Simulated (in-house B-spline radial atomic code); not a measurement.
# Ionising Ru VII (Ru6+) with different functionals

Computed with a radial B-spline atomic code at the basis-set limit: non-relativistic Hamiltonian, point nucleus, spin-polarised at highest spin, spherical fractional occupations for the functionals, the average over the highest-spin determinants for Hartree-Fock. The ionisation energy is the difference of two self-consistent energies, [Kr] 4d2 → [Kr] 4d1, without Breit or QED terms; ε is the level of the shell that loses the electron (its least bound occupied spin orbital). There is no spin-orbit coupling in this Hamiltonian.

Hybrids are left out here: with spherical fractional occupations of an open shell their exact exchange keeps a self-interaction that integer-occupation calculations don't have.

| method | rung | ΔSCF (eV) | -ε(4d) (eV) |
| --- | --- | --- | --- |
| Hartree-Fock | Hartree-Fock | 93.19 | 93.84 |
| LDA VWN5 | LDA | 94.57 | 86.00 |
| LDA PW92 | LDA | 94.55 | 85.98 |
| LDA exchange-only | LDA | 92.92 | 84.41 |
| PBE | GGA | 94.47 | 85.92 |
| PBEsol | GGA | 94.43 | 85.88 |
| BLYP | GGA | 94.27 | 85.71 |
| RPBE | GGA | 94.44 | 85.90 |
| PW91 | GGA | 94.55 | 86.00 |
| BP86 | GGA | 94.49 | 85.94 |
| AM05 | GGA | 94.41 | 85.85 |
| OLYP | GGA | 94.86 | 86.28 |
| TPSS | meta-GGA | 94.35 | 85.83 |
| SCAN | meta-GGA | 94.27 | 85.87 |
| r2SCAN | meta-GGA | 94.30 | 85.91 |
| M06-L | meta-GGA | 94.28 | 85.84 |
| revTPSS | meta-GGA | 94.29 | 85.77 |

**Question.** How do they compare with the NIST value?

**Answer.** NIST lists 93 eV ± 2 (tabulated theory, ground level to ground level). Errors run from -0.08 to +1.86 eV; all lie within about twice that uncertainty, so the table can't rank the methods. Hartree-Fock also lacks correlation.
